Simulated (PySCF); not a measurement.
Gas-phase reaction: GaH₃.NH₃ + GaNH₂ ⇌ 2 GaH + 2 NH₃

Computed with PySCF and rigid-rotor harmonic-oscillator thermochemistry at 1 bar. † marks an energy on the PBE0/def2-TZVP geometry and frequencies. CCSD(T) freezes the core. All species are closed-shell singlets. B3LYP is the form with VWN-RPA correlation. Ga: all electrons, no relativistic terms. Adducts (GaH₃.NH₃) have no counterpoise correction, and HF, PBE, BLYP, B3LYP and PBE0 lack dispersion. GaH₃.NH₃, GaNH₂, GaH: computed as isolated molecules; such fragments, hydroxides, amides, oligomers or adducts are transient or little studied in the gas. CCSD(T) isn't extrapolated to the basis-set limit; its ΔH°(298 K) is 259.2 kJ in def2-SVP and 250.9 kJ in def2-TZVPP. The harmonic model lacks anharmonicity and excited electronic states, which grow with temperature; levels with a mode under 35 cm⁻¹ are left out. Soft modes under 120 cm⁻¹ make the harmonic entropy rough for GaH₃.NH₃.

ΔH° and ΔS° at 298 K: B3LYP/def2-TZVP† 208 kJ, 249 J/K; BLYP/def2-TZVP† 191 kJ, 249 J/K; CCSD(T)/def2-SVP† 259 kJ, 249 J/K.

Task: With the heat capacities included, give log10 K (1 bar) at 600, 1000, 1400, 1800, 2000 K from B3LYP/def2-TZVP†, BLYP/def2-TZVP†, CCSD(T)/def2-SVP†.

Result: 
| T (K) | B3LYP/def2-TZVP† | BLYP/def2-TZVP† | CCSD(T)/def2-SVP† |
|---|---|---|---|
| 600 | -5.2 | -3.7 | -9.6 |
| 1000 | 1.8 | 2.7 | -0.9 |
| 1400 | 4.6 | 5.3 | 2.7 |
| 1800 | 6.1 | 6.6 | 4.6 |
| 2000 | 6.6 | 7.1 | 5.3 |
